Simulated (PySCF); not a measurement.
## Worked example: oscillator strength and radiative lifetime

CH₄BFO, SMILES COBF.

The structure is a stationary point at ωB97X-D3(BJ)/def2-SVP. The geometry has at least one imaginary mode, so it is a saddle point at that level. Other conformers were not sampled.

TDA-B3LYP/def2-SVPD run with PySCF puts the first singlet state with f over 0.02 at 8.50 eV (vertical), with the transition dipole (-0.351, -0.781, 0.000) in atomic units.

### Question
Find the oscillator strength, the wavelength and the radiative lifetime that this transition would have in vacuum if emission retraced absorption.

### Answer

|μ|² = 0.7332 au, so |μ| = 2.18 D. ΔE = 8.50/27.211 = 0.3124 hartree. f = (2/3) ΔE |μ|² = 0.153 (the program prints 0.153).
λ = 1239.84/8.50 = 146 nm; ν = 68557 cm⁻¹.
Einstein's coefficient A = 0.6670 ν² f s⁻¹ (ν in cm⁻¹) = 4.8e8 s⁻¹, so τ = 1/A = 2.1 ns. This state is S3; the lower singlets have f = 0.000, 0.009. The figure is the radiative limit of this one transition; relaxation, internal conversion, crossing to triplets and a medium change what is measured.
